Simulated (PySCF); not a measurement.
**Polarisability and C₆ of Fe³⁺ (iron, charge +3)**

[Ar] 3d5, high-spin 6S determinant. Computed with PySCF 2.14 in aug-cc-pVQZ-DK (9s8p6d4f3g2h, 140 functions), with the spin-free X2C one-electron Hamiltonian (Gaussian nucleus). Coupled (time-dependent) response in atomic units; α is the mean over directions.

```tsv
method	mean α (bohr³)	C₆ (like pair)	S(−4)
MN15	1.880	4.560	1.201
```

S(−4) is the Cauchy moment in α(ω) = α(0) + S(−4) ω² + …

α(iu) at MN15:

```csv
u (hartree),α(iu) (bohr³)
0,1.880
0.0500,1.877
0.100,1.868
0.200,1.835
0.300,1.783
0.500,1.649
0.750,1.468
1.00,1.300
1.50,1.025
2.00,0.8189
3.00,0.5466
5.00,0.2874
```

For an ion, C₆ is the dispersion term alone; charge-induced terms of lower order in 1/R come first.
